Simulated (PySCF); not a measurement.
Carbon: a sound run and one with changed settings

Sound run: C²⁺ [He] 2s2, C³⁺ [He] 2s1. Computed with PySCF 2.14 in cc-pVTZ (4s3p2d1f, 30 functions), with no relativity, point nucleus. In the sound run the correlated levels freeze 1s2. The sound run starts from symmetry-adapted Hartree-Fock orbitals and uses a fine grid where one is needed.

A second run was set up differently.

```tsv
species	method	sound run (hartree)	changed run (hartree)	converged
C²⁺	MP2	-36.45038	-36.45786	yes
C²⁺	CCSD(T)	-36.48027	-36.48730	yes
C³⁺	MP2	n/a	-34.73149	yes
C³⁺	CCSD(T)	n/a	-34.73193	yes
```

Ionisation energy of C²⁺:

```csv
method,sound run (eV),changed run (eV)
UHF,45.786,45.786
MP2,46.956,46.977
SCS-MP2,47.190,47.209
CCSD,47.770,47.759
CCSD(T),47.770,47.766
```

Task: What was changed?
A. a valence shell is frozen
B. too few SCF iterations
C. level shift left on
D. all electrons correlated in a valence basis

Result: D. A valence basis has no tight correlating functions, so it recovers only part of the core correlation, and not evenly between atom and ion.
